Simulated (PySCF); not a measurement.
Computed IR spectrum (relative IR intensity) of a molecule C₃H₄N₂O. The structure is a stationary point at PBE0-D3(BJ)/def2-SVP. One conformer was computed; it need not be the lowest. Level of theory: PBE0-D3(BJ)/def2-SVP in PySCF 2.14.0. Frequencies are harmonic and unscaled.

ν (cm⁻¹): 536 (w), 578 (w), 672 (vw), 922 (w), 1012 (vw), 1065 (w), 1090 (vw), 1165 (vs), 1373 (w), 1395 (w), 1764 (vw), 1863 (s), 3051 (w), 3086 (vw), 3202 (w) (against the strongest line: vs over 80 %, s over 45 %, m over 15 %, w over 4 %, vw less)

Q: Pick the molecule that these values belong to.
A. N#C/N=C/CO
B. C1=NCN=CO1
C. CO/C=N/C#N
D. C1=NC=NCO1

A: B, C1=NCN=CO1
